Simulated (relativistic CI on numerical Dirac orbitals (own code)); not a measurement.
## Energy levels of Lu54+

Computed by Dirac-Coulomb-Breit CI, KLI orbitals optimised for each configuration, QED by a radiative potential, unscaled Slater integrals (own radial code, finite nucleus).

Configuration list (outside the closed core [Ne]): 3s²3p⁵, 3s3p⁶, 3s²3p⁴3d, 3s3p⁵3d, 3p⁶3d, 3s3p⁴3d², 3s²3p³3d4p, 3p⁶4s, 3s3p⁴3d4s, 3s²3p⁴4s, 3p⁶4p, 3s²3p⁴4p, 3s²3p³3d², 3s²3p²3d³, 3s3p³3d³, 3s²3p²3d²4s, 3s²3p²3d²4p. Double excitations out of closed p, d and f shells are left out; levels of such configurations are missing from the list, as are those of other unlisted configurations, and high levels can miss mixing partners.

The lowest level is 3s²3p⁵ ²P°3/2, with 99 % of that term; Hund's rules for 3s²3p⁵ give ²P° with J = 3/2, in agreement.

```
No.    Configuration  Term     J   E (eV)   %  Landé g        jj configuration (%)
  1           3s²3p⁵   ²P°   3/2    0.000  99    1.322                3p3/2^3 (99)
  2        3p⁴(3P)3d    ⁴D   3/2  223.567  36    1.164          3p3/2^2 3d3/2 (99)
  3        3p⁴(3P)3d    ⁴D   5/2  229.260  39    1.183          3p3/2^2 3d3/2 (96)
  4        3p⁴(3P)3d    ⁴P   1/2  230.083  49    1.697          3p3/2^2 3d3/2 (98)
  5        3p⁴(3P)3d    ²F   7/2  233.207  35    1.107          3p3/2^2 3d3/2 (99)
  6        3p⁴(1S)3d    ²D   3/2  251.298  62    0.847          3p3/2^2 3d3/2 (97)
  7           3s²3p⁵   ²P°   1/2  285.041  99    0.649          3p1/2 3p3/2^4 (99)
  8        3p⁴(1D)3d    ²F   7/2  290.316  47    1.247          3p3/2^2 3d5/2 (99)
  9        3p⁴(3P)3d    ⁴F   9/2  292.621  68    1.252          3p3/2^2 3d5/2 (99)
 10        3p⁴(3P)3d    ²P   1/2  298.199  57    1.197          3p3/2^2 3d5/2 (96)
 11        3p⁴(1S)3d    ²D   5/2  320.062  54    1.208          3p3/2^2 3d5/2 (99)
 12        3p⁴(3P)3d    ²P   3/2  326.287  38    1.185          3p3/2^2 3d5/2 (96)
 13        3p⁴(3P)3d    ²D   5/2  330.213  53    1.168          3p3/2^2 3d5/2 (93)
 14  3p³(2P°)3d²(3F)   ⁴F°   3/2  461.511  29    0.874          3p3/2 3d3/2^2 (98)
 15            3s3p⁶    ²S   1/2  466.768  73    1.970                     3s (73)
 16  3p³(2P°)3d²(3F)   ⁴F°   5/2  467.120  25    0.981          3p3/2 3d3/2^2 (95)
 17  3p³(2P°)3d²(3F)   ⁴D°   1/2  467.530  46    0.168          3p3/2 3d3/2^2 (97)
 18  3p³(2P°)3d²(3F)   ²G°   7/2  469.448  23    1.048          3p3/2 3d3/2^2 (96)
 19  3p³(2P°)3d²(1S)   ²P°   3/2  490.908  19    1.417          3p3/2 3d3/2^2 (93)
 20        3p⁴(3P)3d    ⁴D   1/2  497.496  79    0.229    3p1/2 3p3/2^3 3d3/2 (95)
 21        3p⁴(3P)3d    ⁴D   3/2  507.809  33    0.941    3p1/2 3p3/2^3 3d3/2 (96)
 22        3p⁴(3P)3d    ⁴F   5/2  515.900  49    0.984    3p1/2 3p3/2^3 3d3/2 (99)
 23        3p⁴(1D)3d    ²G   7/2  517.303  59    0.996    3p1/2 3p3/2^3 3d3/2 (99)
 24  3p³(2P°)3d²(3F)   ⁴G°   9/2  526.222  32    1.185      3p3/2 3d3/2 3d5/2 (99)
 25        3s²3p³3d²   ²F°   7/2  530.142  23    1.199      3p3/2 3d3/2 3d5/2 (98)
 26  3p³(2P°)3d²(3F)   ⁴D°   3/2  538.230  33    1.146      3p3/2 3d3/2 3d5/2 (95)
 27  3p³(2D°)3d²(3P)   ⁴P°   1/2  538.561  47    1.748      3p3/2 3d3/2 3d5/2 (96)
 28  3p³(2P°)3d²(3F)   ²F°   5/2  539.663  25    1.061      3p3/2 3d3/2 3d5/2 (97)
 29  3p³(2P°)3d²(3P)   ⁴D°   5/2  540.991  25    1.457      3p3/2 3d3/2 3d5/2 (98)
 30  3p³(2P°)3d²(3F)   ⁴G°  11/2  542.325  37    1.169      3p3/2 3d3/2 3d5/2 (93)
 31        3s²3p³3d²   ²F°   7/2  545.933  27    1.143      3p3/2 3d3/2 3d5/2 (96)
 32        3p⁴(3P)3d    ²D   5/2  547.767  49    1.122    3p1/2 3p3/2^3 3d3/2 (96)
 33        3p⁴(1D)3d    ²P   3/2  549.843  45    1.229    3p1/2 3p3/2^3 3d3/2 (95)
 34        3p⁴(1D)3d    ²P   1/2  555.836  30    1.727    3p1/2 3p3/2^3 3d3/2 (79)
 35        3s²3p³3d²   ²G°   7/2  557.828  20    1.121      3p3/2 3d3/2 3d5/2 (91)
 36  3p³(2P°)3d²(3P)   ²D°   5/2  558.996  27    1.187      3p3/2 3d3/2 3d5/2 (92)
 37  3p³(2P°)3d²(3P)   ²P°   3/2  561.720  26    1.172      3p3/2 3d3/2 3d5/2 (94)
 38  3p³(2P°)3d²(1G)   ²G°   9/2  566.997  37    1.069      3p3/2 3d3/2 3d5/2 (98)
 39        3p⁴(3P)3d    ⁴D   7/2  568.521  43    1.293    3p1/2 3p3/2^3 3d5/2 (99)
 40  3p³(2D°)3d²(3P)   ⁴F°   3/2  570.134  26    1.117      3p3/2 3d3/2 3d5/2 (93)
 41  3p³(2P°)3d²(1G)   ²F°   5/2  577.052  41    0.961      3p3/2 3d3/2 3d5/2 (95)
 42        3p⁴(3P)3d    ²P   3/2  577.465  48    1.276    3p1/2 3p3/2^3 3d5/2 (98)
 43  3p³(2P°)3d²(3P)   ²P°   1/2  578.372  44    0.685      3p3/2 3d3/2 3d5/2 (92)
 44        3p⁴(1D)3d    ²G   9/2  581.290  68    1.169    3p1/2 3p3/2^3 3d5/2 (99)
 45        3p⁴(3P)3d    ²F   5/2  581.415  46    1.130    3p1/2 3p3/2^3 3d5/2 (99)
 46        3p⁴(1D)3d    ²D   5/2  588.124  52    1.247    3p1/2 3p3/2^3 3d5/2 (99)
 47        3p⁴(1D)3d    ²F   7/2  596.317  75    1.141    3p1/2 3p3/2^3 3d5/2 (99)
 48  3p³(2P°)3d²(3F)   ⁴G°  11/2  606.733  36    1.191          3p3/2 3d5/2^2 (92)
 49  3p³(2P°)3d²(1D)   ²D°   5/2  609.969  25    1.204          3p3/2 3d5/2^2 (91)
 50  3p³(2P°)3d²(3P)   ⁴D°   7/2  614.629  28    1.231          3p3/2 3d5/2^2 (95)
 51  3p³(2P°)3d²(3F)   ⁴F°   9/2  616.733  38    1.213          3p3/2 3d5/2^2 (95)
 52        3p⁴(3P)3d    ²D   3/2  618.787  65    0.861    3p1/2 3p3/2^3 3d5/2 (92)
 53  3p³(2P°)3d²(1D)   ²P°   1/2  628.573  46    0.857          3p3/2 3d5/2^2 (91)
 54        3p⁴(3P)3d    ²P   1/2  628.635  65    1.110    3p1/2 3p3/2^3 3d5/2 (92)
 55  3p³(2P°)3d²(3F)   ²F°   7/2  643.995  27    1.150          3p3/2 3d5/2^2 (91)
 56  3p³(2P°)3d²(3F)   ²D°   5/2  646.849  24    1.162          3p3/2 3d5/2^2 (95)
 57  3p³(2P°)3d²(1S)   ²P°   3/2  647.782  29    1.301          3p3/2 3d5/2^2 (96)
 58  3p³(2P°)3d²(1S)   ²P°   3/2  660.177  28    1.245          3p3/2 3d5/2^2 (90)
 59          3s3p⁵3d   ⁴P°   1/2  671.706  78    2.426       3s 3p3/2^3 3d3/2 (84)
 60          3s3p⁵3d   ⁴P°   3/2  686.495  53    1.490       3s 3p3/2^3 3d3/2 (82)
 61          3s3p⁵3d   ⁴F°   7/2  694.573  42    1.188       3s 3p3/2^3 3d3/2 (85)
 62          3s3p⁵3d   ⁴D°   5/2  696.296  36    1.212       3s 3p3/2^3 3d3/2 (87)
 63          3s3p⁵3d   ²P°   1/2  710.498  31    0.219  3p1/2 3p3/2^2 3d3/2^2 (50)
 64   3p²(1S)3d³(4F)    ⁴F   3/2  714.329  34    0.699        3p1/2^2 3d3/2^3 (97)
 65          3s3p⁵3d   ²D°   3/2  716.069  30    0.856       3s 3p3/2^3 3d3/2 (62)
 66          3s3p⁵3d   ²F°   5/2  718.941  46    0.971       3s 3p3/2^3 3d3/2 (75)
 67  3p³(4S°)3d²(3F)   ⁶F°   3/2  742.757  24    0.881  3p1/2 3p3/2^2 3d3/2^2 (76)
 68  3p³(2D°)3d²(3F)   ⁴G°   5/2  743.097  26    0.972  3p1/2 3p3/2^2 3d3/2^2 (91)
 69          3s3p⁵3d   ⁴F°   9/2  745.472  88    1.319       3s 3p3/2^3 3d5/2 (88)
 70  3p³(2D°)3d²(3F)   ⁴H°   7/2  747.064  22    1.014  3p1/2 3p3/2^2 3d3/2^2 (93)
```

Energies count from the lowest computed level; ° marks odd parity. Percentages are summed over parent terms; the parents shown are those of the largest component, closed shells are left out there. Filled j subshells are mostly left out of the jj labels.

The mean weight of the leading LS term, summed over parents, in these 70 levels is 43 %, and that of the leading jj configuration (from the same eigenvectors) 93 %, so jj coupling describes them better and the LS labels are nominal.

At this charge energies of transitions that change n are usually good to better than 1 %, and those within a shell (Δn = 0) to a few per cent.

LS names give the leading component of a level, which can be under half, so a name can repeat, a term be missing and a line seem to break the LS rules.
